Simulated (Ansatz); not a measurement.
The first iterations of a band of CH3AgS (6 atoms, charge 0, multiplicity 1).

The calculation used RKS r2SCAN-D4/def2-SVP (Ansatz).

```yaml
movable_images: 5
climbing_image: yes
spring: 5.0 eV/Å²
optimiser: quadratic models (default)
start_path: through a guess of the saddle point
force_threshold: 0.2 eV/Å
iteration_limit: 42
end_points: relaxed
```

First end point:

```xyz
6
Properties=species:S:1:pos:R:3
C -0.384 0.384 -0.293
S 0.016 -1.375 0.014
Ag 1.898 -1.295 1.366
H -1.279 0.384 -0.935
H 0.419 0.910 -0.829
H -0.628 0.927 0.631
```

Last end point:

```xyz
6
Properties=species:S:1:pos:R:3
C -0.384 0.434 -0.207
S 0.011 -0.717 1.159
Ag 1.902 -1.837 0.422
H -0.618 -0.092 -1.145
H 0.417 1.166 -0.385
H -1.285 0.983 0.110
```

| iteration | highest image above the first end (eV) | largest band force component (eV/Å) |
| --- | --- | --- |
| 1 | 0.782 | 2.635 |
| 2 | 0.324 | 1.268 |

Q: Does the band converge within its limit, and where does its top end?

A: The run converged. It ended after 5 iterations with the highest image 0.055 eV above the first end. The threshold of 0.2 eV/Å is loose, so the images may lie well off the minimum-energy path. Another band between the same ends (5 images) ends at a top of the same energy, where a vibrational analysis finds 1 clearly imaginary mode.

Run time: 2.9 min on 1 thread of Arm Neoverse V1, on a shared host, peak memory 0.16 GiB.
